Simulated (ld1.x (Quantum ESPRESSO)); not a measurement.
# What one change does to a pseudopotential (tellurium (Te), TM semilocal)

tellurium (Te), norm-conserving Troullier–Martins (semilocal form), made with ld1.x (Quantum ESPRESSO) 7.5 (PBE, scalar-relativistic). Core [Kr] 4d10, reference 5s2 5p3.5 (charge +0.5). Waves: 5p (bound): rc 1.85 bohr; 5d channel at 0.5 Ry: rc 1.75 bohr; 5s (bound): rc 1.45 bohr. Local part: the s channel. Core correction: a·sin(br)/r model core inside 1.30 bohr.

Change: form changed from semilocal to separable (Kleinman–Bylander), still TM; local potential all-electron potential smoothed inside 1.45 bohr (lloc = -1).

Cutoffs: the cutoffs (Ry, on a coarse ladder) from which the occupation-weighted sum of valence levels, in a spherical-Bessel basis at the reference potential, stays within 10 and 1 mRy of its value at 400 Ry; they do not see the model core or the augmentation charge, which bear on the density cutoff. Errors are all-electron minus pseudo energies relative to the spin-unpolarised reference configuration.

Q: How do hardness, ghosts and transferability respond?

A: The potential gets neither clearly harder nor softer (55 Ry and 120 Ry → 55 Ry and 120 Ry); a bound ghost appears in d, s, which as a rule spoils a file; of the 7 tests that both files solve, the error grows in 4 and shrinks in 3 by more than 15 % and 0.3 meV (median size 12.5 → 10.5 meV); the range in which the s phases agree widens (upper end 1.2 → at the end of the scan); the range in which the p phases agree narrows (upper end 3.9 → -0.3). In the semilocal form every listed channel keeps its own potential, so the choice of the local channel does not act on these tests. It acts once the file is put into the separable form. A semilocal file is local in each channel, so a ghost entry of none says nothing of the separable form that plane-wave codes build from it.

```csv
quantity,base,changed
"cutoff, loose",55 Ry,55 Ry
"cutoff, tight",120 Ry,120 Ry
bound ghosts,none,"d, s"
"error for 5s2 5p4, meV [ΔE -3.90 eV]",+1.0,+3.0
"error for 5s2 5p3, meV [ΔE 5.83 eV]",-1.7,+1.1
"error for 5s2 5p2, meV [ΔE 23.76 eV]",-14,+17
"error for 5s1 5p5, meV [ΔE 5.36 eV]",-13,-10
"error for 5s0 5p6, meV [ΔE 14.80 eV]",-56,-22
"error for 5s2 5p4.3, meV [ΔE -5.37 eV]",+1.6,+6.2
"error for 5s2 5p0, meV [ΔE 87.14 eV]",-179,-246
s: phases at 2.00 bohr within 0.05 rad from the reference energy up to (Ry; the scan ends near 5),1.2,to the end of the scan
p: phases at 2.00 bohr within 0.05 rad from the reference energy up to (Ry; the scan ends near 5),3.9,-0.3
d: phases at 2.00 bohr within 0.05 rad from the reference energy up to (Ry; the scan ends near 5),0.8,1.0
```

 A true bound ghost makes a file unfit for plane-wave use even where its test errors are small: the radial tests pick states by their node count and pass the ghost by.
